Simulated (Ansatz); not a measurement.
Consider the ligand exchange at a Y–O bond: `[CH3][Y]([OH])[OH]` + H–F → `[CH3][Y]([OH])[F]` + H₂O.

Calculated with Ansatz (gas phase, PBE0-D4/def2-TZVP geometries, no zero-point term in ΔE). CBS: MP2 limit from def2 TZ/QZ plus the TZ coupled-cluster correction, frozen cores. This one scheme is used for every species. DFT in def2-TZVPP. B3LYP here is the variant with VWN-RPA as its local correlation; programs differ in this. def2 core potentials past Kr. For Y outer-core shells are correlated without core-valence functions, which leaves a few kJ/mol of doubt a bond. Each species was taken in one conformer, which may not be the lowest.

(1) Is it downhill or uphill in electronic energy at CCSD(T)/CBS, and by how much? (Best estimate.)

(2) What do these levels give: r2SCAN-D4, B3LYP-D4, PBE, CCSD/def2-SVP, MP2/def2-TZVPP, SCS-MP2/def2-QZVPP? (Best estimate.)

Largest T1 diagnostic among the species: 0.014.

Answers

(1) The calculation gave: Downhill: ΔE = -54.4 kJ/mol.

(2) Ansatz gave: r2SCAN-D4 -61.8, B3LYP-D4 -60.1, PBE -62.7, CCSD/def2-SVP -57.0, MP2/def2-TZVPP -47.0, SCS-MP2/def2-QZVPP -52.8 kJ/mol.

From BLYP to BHLYP (50 % exact exchange), in def2-TZVPP and without D4, ΔE moves by +4.3 kJ/mol. Leaving LDA and LC-ωPBE aside and taking each functional with its dispersion term where it has one, the values, not all of them listed here, spread over 8.6 kJ/mol, from B97M-V to PBE-QIDH. LDA lies +6.3 kJ/mol from PBE without D4.
